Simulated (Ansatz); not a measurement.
C3H11NO3Zr (`C[O][Zr]([NH2])([O]C)[O]C`), relaxed with RKS PBE0-D4/def2-TZVP in Ansatz from a GFN2-xTB geometry. The force threshold is 0.005 eV/Å; the program also tests the step.

Charge 0, multiplicity 1. Zr takes the def2 core potential.

Start:

```xyz
19

C     1.313   -0.582    1.780
O     0.577    0.594    1.584
Zr    0.022    0.793   -0.228
N    -0.921    2.567   -0.506
O    -1.250   -0.610   -0.434
C    -2.361   -0.523    0.415
O     1.401    0.527   -1.510
C     1.786   -0.799   -1.730
H     2.348   -0.468    1.404
H     0.825   -1.448    1.278
H     1.369   -0.799    2.859
H    -1.005    2.979   -1.441
H    -1.788    2.786   -0.004
H    -2.055   -0.235    1.442
H    -3.091    0.214    0.031
H    -2.860   -1.503    0.462
H     2.656   -1.064   -1.102
H     2.084   -0.926   -2.783
H     0.950   -1.503   -1.520
```

| step | energy (eV) | largest force (eV/Å) | largest move (Å) |
| --- | --- | --- | --- |
| 1 | -12198.7917 | 1.422 | 0.000 |
| 2 | -12199.1551 | 0.645 | 0.191 |
| 3 | -12199.2420 | 1.257 | 0.194 |
| 4 | -12199.3499 | 0.717 | 0.200 |
| 5 | -12199.4352 | 0.252 | 0.191 |
| 6 | -12199.5042 | 0.269 | 0.199 |
| 7 | -12199.5514 | 0.355 | 0.196 |
| 8 | -12199.5919 | 0.449 | 0.192 |
| 9 | -12199.6244 | 0.317 | 0.195 |
| 10 | -12199.6483 | 0.303 | 0.193 |
| 11 | -12199.6636 | 0.332 | 0.169 |
| 13 | -12199.6877 | 0.205 | 0.118 |
| 15 | -12199.6950 | 0.072 | 0.093 |
| 17 | -12199.6968 | 0.048 | 0.040 |
| 19 | -12199.6979 | 0.052 | 0.065 |
| 21 | -12199.6989 | 0.020 | 0.043 |
| 23 | -12199.6994 | 0.019 | 0.009 |
| 25 | -12199.6998 | 0.035 | 0.062 |
| 27 | -12199.7001 | 0.025 | 0.008 |
| 29 | -12199.7002 | 0.002 | 0.007 |
| 31 (rejected) | -12199.6956 | 0.292 | 0.146 |
| 33 (rejected) | -12199.7003 | 0.072 | 0.073 |
| 35 | -12199.7005 | 0.032 | 0.036 |
| 37 | -12199.7007 | 0.006 | 0.023 |
| 39 | -12199.7007 | 0.008 | 0.003 |
| 40 | -12199.7007 | 0.002 | 0.004 |

End:

```xyz
19

C     1.623   -0.021    2.758
O     0.962    0.325    1.589
Zr   -0.005    0.469   -0.072
N    -0.391    2.460   -0.377
O    -1.652   -0.529    0.082
C    -2.960   -0.978    0.152
O     0.960   -0.168   -1.614
C     1.617   -0.848   -2.627
H     2.590   -0.488    2.539
H     1.029   -0.726    3.351
H     1.807    0.868    3.371
H    -0.501    2.909   -1.275
H    -0.498    3.159    0.345
H    -3.158   -1.447    1.124
H    -3.669   -0.152    0.023
H    -3.158   -1.722   -0.629
H     2.557   -1.280   -2.265
H     1.852   -0.170   -3.455
H     0.996   -1.662   -3.020
```

It took 120 s on 4 threads of an AMD EPYC 7R13 on a shared host and a share of an NVIDIA H100 80 GB, with 0.97 GiB of host memory at the peak.
